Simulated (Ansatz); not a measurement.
Ansatz results at the PBE0-D4/def2-TZVP geometry: LUMO energy (B3LYP/def2-TZVPP) -1.46 eV; LUMO energy (ωB97M-V/def2-TZVPP) 0.36 eV; LUMO energy (PBE/def2-TZVPP) -2.01 eV.

Problem. Which molecule gave them?
A. `CC[O][Al]([Cl])[Cl]`
B. `C[NH][Al]([F])[Cl]`
C. `[CH3][AlH][Br]`
D. `CC(C)[O][Al]([F])[Cl]`

Solution. C. The others give `CC(C)[O][Al]([F])[Cl]`: -1.06, 0.89, -1.63; `C[NH][Al]([F])[Cl]`: -0.87, 1.07, -1.42; `CC[O][Al]([Cl])[Cl]`: -1.08, 0.88, -1.68.

B3LYP here is the variant with VWN-RPA as its local correlation; programs differ in this.
